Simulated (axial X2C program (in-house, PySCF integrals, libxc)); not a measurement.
Potential curves of MgIn, with spin–orbit coupling

All values were computed with an axial X2C code built on PySCF integrals. Two-component (2c) means X2C with spin–orbit coupling and atomic mean-field two-electron Coulomb and Gaunt terms. Basis: In dyall-cv3z [11s12p9d4f1g], Mg dyall-cv3z [9s8p6d3f] (cores contracted in-house); Gaussian nuclei, density fitting, unrestricted open shells. Masses: In 114.904 u, Mg 23.985 u.

State: Ω = 1/2 (⟨Sz⟩ = -0.45, ⟨Lz⟩ = 0.95 at PBE0). Energies in cm⁻¹ from the lowest point of each curve. Fits are polynomials in 1 − R0/R over 0.85 to 1.23 times the lowest point R0.

| R (Å) | PBE0 | TPSS |
| --- | --- | --- |
| 2.7801 | 526 | 420 |
| 2.8717 | 189 | 121 |
| 2.9634 | 30 | 0 |
| 3.0550 | 0 | 10 |
| 3.1619 | 83 | 143 |
| 3.2689 | 243 | 352 |
| 3.4063 | 515 | 689 |

One determinant describes the state; a PBE0 search over occupations chose it and may have missed a lower one. Density functionals use the spin component along the axis (collinear). PBE0 can misorder states that lie within some tenths of an eV, so this need not be the ground state of the molecule. The nearest other 2c determinant of the search, Ω = 3/2, lies 0.18 eV up at the distance of the search. The functionals have no current-density term, which raises determinants with orbital currents, atoms included.

Problem. Fit the PBE0 curve near its minimum: give the equilibrium distance and the harmonic wavenumber.

Solution. At PBE0, 2c: Re = 3.032 Å, ωe ≈ 143 cm⁻¹; Be follows as 0.0924 cm⁻¹.

Problem. Fit the TPSS curve near its minimum: give the equilibrium distance and the harmonic wavenumber.

Solution. At TPSS, 2c: Re = 2.998 Å, ωe ≈ 154 cm⁻¹; Be follows as 0.0945 cm⁻¹.
